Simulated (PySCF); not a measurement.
Computed shifts of a molecule C₃H₉BO, B3LYP/pcSseg-1 in PySCF, GIAO, gas phase, atoms alike by connectivity averaged where their shifts nearly agree, in ppm (number of nuclei): ¹³C: 56.3 (1), 10.7 (1), 3.9 (1). ¹H: 3.93 (3), 0.72 (3), 0.58 (3). References: ¹¹B against BF3 (σ = 86.3 ppm); ¹³C against TMS (σ = 181.3 ppm); ¹H against TMS (σ = 31.68 ppm); ¹⁷O against H2O (σ = 333.8 ppm), references at their B3LYP-D3(BJ)/def2-TZVP geometries, non-relativistic. The structure is a stationary point at PBE0-D3(BJ)/def2-SVP. One conformer was computed; it need not be the lowest.

Q: Which structure fits?
(A) CC(C)BO
(B) CCB(C)O
(C) CCCBO
(D) COB(C)C

A: D, COB(C)C
